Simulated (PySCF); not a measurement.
# NMR problem set

Computational details: PBE0/pcSseg-1 with gauge-including orbitals, geometry from GFN2-xTB, in PySCF 2.14 (in vacuum, averaged over atoms made equivalent by symmetry, fast rotation or ring inversion, no relativistic terms, single conformer).

References, each an isolated molecule treated in the same way: ¹H, ¹³C vs TMS. Where no couplings were computed, multiplicities follow the n + 1 count of equivalent neighbours, and m marks all less simple cases (inequivalent or close neighbours, rings, F or P nearby). Shifts are as computed. Against solution values, carbons near 30 ppm lie about +3 ppm off and those near 130 ppm about +5 ppm (rms about the fit 2.1 ppm; single classes can miss by 10 ppm). Of 1328 compounds with measured shifts, 309 miss one by over three times the rms of a fit or turn the order of signals round; such compounds aren't used in these exercises. Signals without a measured value on file couldn't be tested in this way; 1H shifts scatter by 0.2 ppm about their fit, and single ones miss by 0.5 ppm.

**Question.** C₄H₇NO₂Si. ¹H NMR (400 MHz, computed): δ 4.95 (s, 2H), 2.52 (q, 2H), 1.23 (t, 3H). ¹³C{¹H} NMR (computed): δ 179.9 (C), 123.0 (C), 31.8 (CH2), 10.7 (CH3). Give a structure.

**Answer.** `InChI=1S/C4H7NO2Si/c1-2-4(6)7-8-3-5/h2,8H2,1H3`. Rings plus π bonds: 3 (no ring in the answer). 4 carbon signals for 4 carbons: no two carbons are equivalent. Carbon types of the structure: 2 × C, 1 × CH2, 1 × CH3, leaving 2 H on heteroatoms. δC 179.9: carbonyl carbon. δC 123.0: nitrile carbon; this is the usual window of a C≡N carbon, which has no attached hydrogen. δC 31.8: sp3 CH2 α to a carbonyl; α to the electron-withdrawing carbonyl group. δC 10.7: methyl carbon; aliphatic region, no heteroatom directly attached.

This is the structure that produced the data.

**Question.** C₇H₉NO. ¹H NMR (400 MHz, computed): δ 6.90 (m, 2H), 6.46 (m, 2H), 6.00 (m, 1H), 4.80 (m, 1H), 4.78 (m, 1H), 3.16 (m, 1H), 2.85 (m, 1H). ¹³C{¹H} NMR (computed): δ 121.4, 115.3, 90.9, 67.5, 36.0. Give a structure.

**Answer.** SMILES c1ccn([C@@H]2CCO2)c1. The formula gives 4 degrees of unsaturation (2 rings in the answer). 5 carbon signals for 7 carbons: some carbons are equivalent by symmetry or fast rotation. Carbon types of the structure: 5 × CH, 2 × CH2, which accounts for all hydrogens. δC 121.4: aromatic CH next to a ring nitrogen. δC 115.3: aromatic CH. δC 90.9: sp3 CH bonded to N and O; 2 electronegative neighbours deshield it. δC 67.5: sp3 CH2 bonded to O; deshielded by the electronegative neighbour.

This is the structure that produced the data. Such data don't tell enantiomers apart.
